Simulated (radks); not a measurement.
Numerical settings for the lead ion Pb+, [Hg] 6p1. Method: Dirac Kohn-Sham, LDA (Slater exchange, Perdew-Wang correlation), spin-unpolarised, spherical densities, point nucleus; open shells are shared between the two j in proportion to 2j + 1; computed with a radial shooting solver on a logarithmic mesh with Libxc functionals. The defaults (mesh step 0.008 in ln r, mesh end at 40 bohr or more with all orbitals vanishing there, Anderson mixing 0.5 over 9 steps, residual threshold near 1e-9 with the energy settled to 1e-9 hartree or 1e-11 of itself, here a cap of 53 iterations) give E = -20917.027 hartree and 6p3/2 at -9.649 eV in 14 iterations. Run on one thread of a shared host, so times are rough (Arm Neoverse V2): 0.17 s of CPU time, 0.18 s wall, 14 iterations on 2648 mesh points. Changes against that run (0 stands for a change within the tolerance of the run):

[
 {"setting": "mesh step in ln r 0.05", "iterations": "14", "converged": "yes", "E (mhartree)": "+0.318", "e(6p3/2) (meV)": "-0.00341", "CPU (s)": "0.04"},
 {"setting": "mesh step in ln r 0.003", "iterations": "14", "converged": "yes", "E (mhartree)": "0", "e(6p3/2) (meV)": "0", "CPU (s)": "0.45"},
 {"setting": "mesh step in ln r 0.03", "iterations": "14", "converged": "yes", "E (mhartree)": "+0.0145", "e(6p3/2) (meV)": "0", "CPU (s)": "0.05"},
 {"setting": "mesh end (bohr) 1", "iterations": "14", "converged": "level above zero", "E (mhartree)": "+3.34e+05", "e(6p3/2) (meV)": "+1.34e+06", "CPU (s)": "0.14"},
 {"setting": "mesh end (bohr) 20", "iterations": "14", "converged": "yes", "E (mhartree)": "0", "e(6p3/2) (meV)": "0", "CPU (s)": "0.17"},
 {"setting": "residual threshold 0.001", "iterations": "9", "converged": "yes", "E (mhartree)": "0", "e(6p3/2) (meV)": "+1.19", "CPU (s)": "0.14"},
 {"setting": "residual threshold 1e-05", "iterations": "10", "converged": "yes", "E (mhartree)": "0", "e(6p3/2) (meV)": "-0.0131", "CPU (s)": "0.14"},
 {"setting": "mixing 0.01", "iterations": "23", "converged": "yes", "E (mhartree)": "0", "e(6p3/2) (meV)": "0", "CPU (s)": "0.27"},
 {"setting": "linear mixing, mixing 1", "iterations": "53", "converged": "no", "E (mhartree)": "+4.48e+05", "e(6p3/2) (meV)": "-8.63e+05", "CPU (s)": "2.4"},
 {"setting": "linear mixing, mixing 0.2", "iterations": "53", "converged": "no", "E (mhartree)": "0", "e(6p3/2) (meV)": "-0.00876", "CPU (s)": "0.51"},
 {"setting": "mixing history 20", "iterations": "20", "converged": "yes", "E (mhartree)": "0", "e(6p3/2) (meV)": "0", "CPU (s)": "0.22"},
 {"setting": "iteration cap 2", "iterations": "2", "converged": "no", "E (mhartree)": "+2.53e+03", "e(6p3/2) (meV)": "-8.38e+03", "CPU (s)": "0.04"}
]

Settled on a wrong energy, with an occupied level pushed above zero by the early mesh end: mesh end (bohr) 1 (+334 hartree). Apart from these: no run marked as converged misses the energy by more than 1 mhartree. A mesh that ends early acts as a hard wall.
